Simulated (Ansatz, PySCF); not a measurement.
Pt(Cl)2(CO)2 (C2Cl2O2Pt), SMILES [O+]#[C-]->[Pt]([Cl])([Cl])<-[C-]#[O+], multiplicity 1.

Coordinates come from a PBE0-D3(BJ)/def2-SVP optimisation. The spin state was assumed, not searched. The isomer is the one that the SMILES or the coordinates give; other isomers of the formula were not compared. The def2 effective core potentials stand for the cores of Pt; spin–orbit coupling is left out.

Vertical ionisation energy (IE) and electron affinity (EA) in eV. Rows of orbital energies are one-electron estimates. Where ΔSCF, EOM or ADC give a negative EA the extra electron is unbound and the value depends on the basis.

```
level                                                                   IE    EA
-------------------------------------------------------------------  -----  ----
−ε(HOMO), −ε(LUMO), ωB97X/def2-TZVP (PySCF)                          10.05  1.24
ΔSCF, PBE0/def2-SVPD (Ansatz), final states of multiplicity 2 and 2   9.74  1.62
```

**Question.** What vertical singlet–triplet gap does ΔSCF give with PBE0/def2-SVPD (Ansatz, a program for electronic structure)? (The exact figures need the calculation; the answer reports its results.)

**Answer.** 2.82 eV (triplet above singlet where positive).
